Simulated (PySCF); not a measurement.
Work out the structure from these simulated measurements.

Elements present: C, Ge and H. Monoisotopic mass: 91.9681 u.

| Quantity | Value |
| --- | --- |
| 13C NMR | chemical shifts (computed TMS as zero) by class: -8.0 (1 C) ppm [GIAO B3LYP/pcSseg-1 (pcSseg-2 on Ge)] |
| XPS | C1s 290.4 eV [ΔSCF SCAN, pcX-2 on the ionised atom, pcseg-1 elsewhere, spin-free X2C] |
| Triplet | lowest triplet excitation (Tamm–Dancoff): 7.80 eV [TDA CAM-B3LYP/def2-SVPD] |
| NMR, other nuclei | isotropic shieldings of nuclei other than C and H, by class: 1523 (1 Ge) ppm [GIAO B3LYP/pcSseg-1 (pcSseg-2 on Ge)] |
| Rotational structure | rotational constants A, B, C: 53.089, 8.591, 8.591 GHz [PBE0-D3(BJ)/def2-SVP] |
| Polarisability | 46.7 au [CAM-B3LYP/def2-SVPD] |

Electronic properties: PySCF, gas phase, density fitting. Levels stand in brackets. Geometry: PBE0-D3(BJ)/def2-SVP; no solvent, vibrations or thermal averaging. Relativistic effects, spin–orbit coupling among them, are left out (core-ionisation runs apart) although an element past zinc is present. Each NMR value is the plain mean over a class of atoms that symmetry, rotation or inversion makes alike.

Task: Which formula fits the mass and the elements?

Result: CH6Ge (calculated 91.9681). No other formula that holds each of these elements comes within 0.0003 u with a fitting electron parity and a possible valence count.

Task: What is the compound? Reason from the data.

Result: The one carbon: carbon bonded to Ge and 3 H (-8.0 ppm). The other shieldings belong to: 1523 ppm, germanium bonded to C and 3 H. The core levels belong to: C1s 290.4 eV, carbon bonded to Ge and 3 H. No core level of Ge was computed. The optimised geometry has point group C3v and is a prolate symmetric top. Structure: GeMeH3 (`[H][Ge]([H])([H])[CH3]`). NMR values of atoms bound to Ge lack the spin–orbit term that these neighbours bring.
